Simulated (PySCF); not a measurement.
C4HCl2F, SMILES C#CC(F)=C(Cl)Cl.

The structure is a stationary point at ωB97X-D3(BJ)/def2-SVP. The structure was generated by enumeration, and PubChem lists no compound with its InChIKey, so it may never have been made.

All values below come from ωB97X-D3(BJ)/def2-SVP (PySCF).

Frequencies are harmonic and unscaled.

```
mode  ν (cm⁻¹)  IR (km/mol)  Raman (Å⁴/amu)  depolarisation  moving atoms (share of kinetic energy)
----  --------  -----------  --------------  --------------  --------------------------------------
1          104          0.9             1.4            0.75                 Cl 37 %, C 31 %, F 25 %
2          124          1.0             7.8            0.67                 C 52 %, Cl 31 %, H 12 %
3          234          2.6             5.4            0.72                 F 42 %, Cl 42 %, C 13 %
4          273          0.5             3.9            0.75                          C 67 %, F 21 %
5          286          1.5             0.4            0.72                         Cl 64 %, C 28 %
6          414          1.1             2.5            0.75                                  C 91 %
7          438          2.3             3.2            0.74                 F 34 %, Cl 33 %, C 32 %
8          484          5.0             7.0            0.40                         Cl 50 %, C 45 %
9          628          6.9             6.3            0.14                 C 51 %, F 33 %, Cl 12 %
10         661          5.9            19.2            0.75                                  C 95 %
11         723         35.1             8.9            0.75                          H 75 %, C 25 %
12         775         24.3             1.7            0.70                          H 73 %, C 26 %
13         964         89.5             1.3            0.75                           C 83 %, F 9 %
14        1041        151.7             1.9            0.68                  C 80 %, F 10 %, Cl 9 %
15        1330         95.0            37.3            0.29                          C 83 %, F 16 %
16        1750         16.1           223.1            0.31                                  C 99 %
17        2273          9.2           509.1            0.28                           C 91 %, H 9 %
18        3481         89.8            20.5            0.25                          H 85 %, C 15 %
```
